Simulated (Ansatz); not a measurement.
Two isomers of C3H5FSi: A = `CC1=C[SiH]1F`, B = `FC1([SiH3])C=C1`.

Isolated molecules relaxed with PBE0-D4/def2-TZVP in Ansatz; ΔE leaves out vibrations. CCSD(T)/CBS adds triple-zeta CCSD(T) − MP2 to the extrapolated MP2 energy (def2 sets, frozen cores). DFT in def2-TZVPP. B3LYP here is the variant with VWN-RPA as its local correlation; programs differ in this.

Which isomer does CCSD(T)/CBS put lower? Give the gap. (Estimate.)

Computed: A, by 296.7 kJ/mol.

Give E(B) − E(A) in kJ/mol with ωB97M-V, PBE-D4, B2PLYP, r2SCAN-D4, B3LYP-D4, PBE0-D4, CCSD/def2-TZVPP. (An estimate is asked.)

Computed: ωB97M-V 289.9, PBE-D4 277.1, B2PLYP 294.2, r2SCAN-D4 292.4, B3LYP-D4 286.1, PBE0-D4 287.4, CCSD/def2-TZVPP 296.4. None reverses the order clearly.

Largest T1 diagnostic: 0.012.

From PBE to PBE0 (25 % exact exchange), in def2-TZVPP and without D4, E(B) − E(A) moves by +10.2 kJ/mol.
